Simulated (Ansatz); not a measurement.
AgGe₂. Total charge 0; doublet. Geometry PBE-D4/def2-TZVP.

```xyz
3

Ag   -1.211    0.913    0.143
Ge    1.243    0.443   -0.415
Ge   -0.032   -1.356    0.272
```

In the def2 sets Ag takes a core potential; there is no spin–orbit coupling. At PBE-D4/def2-SVP the gap within one spin of the charge 0 doublet nearly closes, so an electron or hole may be smeared out by delocalisation error. The structure comes from a short search, and lower isomers may exist.

(1) Estimate the α-spin orbital energies around the gap (eV) in Ansatz with HF/def2-TZVP, PBE-D4/def2-SVP, PBE-D4/def2-TZVPD, r2SCAN-D4/def2-TZVPD, B97M-V/def2-TZVP.

Answers

(1) 
| orbital | HF/def2-TZVP | PBE-D4/def2-SVP | PBE-D4/def2-TZVPD | r2SCAN-D4/def2-TZVPD | B97M-V/def2-TZVP |
| --- | --- | --- | --- | --- | --- |
| HOMO−13 | -43.64 | -29.67 | -29.62 | -30.25 | -30.58 |
| HOMO−12 | -43.56 | -29.66 | -29.60 | -30.20 | -30.49 |
| HOMO−11 | -43.49 | -29.61 | -29.54 | -30.17 | -30.48 |
| HOMO−10 | -43.38 | -29.57 | -29.50 | -30.14 | -30.37 |
| HOMO−9 | -19.46 | -13.71 | -13.70 | -14.23 | -14.00 |
| HOMO−8 | -15.69 | -10.29 | -10.29 | -10.61 | -10.27 |
| HOMO−7 | -15.27 | -8.69 | -8.67 | -9.00 | -8.91 |
| HOMO−6 | -15.11 | -8.50 | -8.48 | -8.83 | -8.81 |
| HOMO−5 | -14.98 | -8.29 | -8.28 | -8.60 | -8.56 |
| HOMO−4 | -14.90 | -8.28 | -8.26 | -8.60 | -8.55 |
| HOMO−3 | -12.40 | -8.26 | -8.24 | -8.55 | -8.36 |
| HOMO−2 | -8.02 | -6.16 | -6.19 | -6.31 | -6.11 |
| HOMO−1 | -7.59 | -5.32 | -5.32 | -5.61 | -5.31 |
| HOMO | -7.13 | -4.68 | -4.71 | -4.84 | -4.73 |
| LUMO | 0.18 | -2.90 | -2.95 | -2.77 | -2.88 |
| LUMO+1 | 0.61 | -2.82 | -2.85 | -2.73 | -2.59 |
| LUMO+2 | 1.09 | -2.13 | -2.19 | -2.14 | -2.09 |
| LUMO+3 | 1.85 | -0.28 | -0.38 | -0.11 | -0.48 |
| LUMO+4 | 3.07 | 0.52 | -0.02 | 0.62 | 0.57 |
| LUMO+5 | 3.20 | 0.89 | 0.59 | 1.08 | 0.89 |
| β HOMO | -7.00 | -4.51 | -4.55 | -4.71 | -4.59 |
| β LUMO | -0.13 | -4.38 | -4.36 | -4.08 | -4.18 |
